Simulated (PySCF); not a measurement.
I2, SMILES II (connectivity only; charge and spin as stated), charge -1, multiplicity 2.

The structure is a stationary point at B3LYP-D3(BJ)/def2-TZVPD. The def2 effective core potentials stand for the cores of I; spin–orbit coupling is left out.

Computed with r2SCAN/def2-TZVPD (PySCF).

The molecule is in vacuum.

Question: Estimate the frontier levels, dipole moment and polarisability. (An estimate is asked for; the answer gives what the named calculation found.)

Answer: 
| Quantity | Result |
|---|---|
| α spin, highest occupied and lowest empty level | -1.17 and 3.39 eV |
| β spin, highest occupied and lowest empty level | -1.46 and -0.03 eV |
| dipole moment about the centre of nuclear charge | 0.00 D |
| mean static polarisability | 120.0 bohr³ (17.79 Å³) |
| polarisability, principal values | 87.3, 87.3, 185.4 bohr³ |
| ⟨S²⟩ | 0.755 (pure state 0.75) |
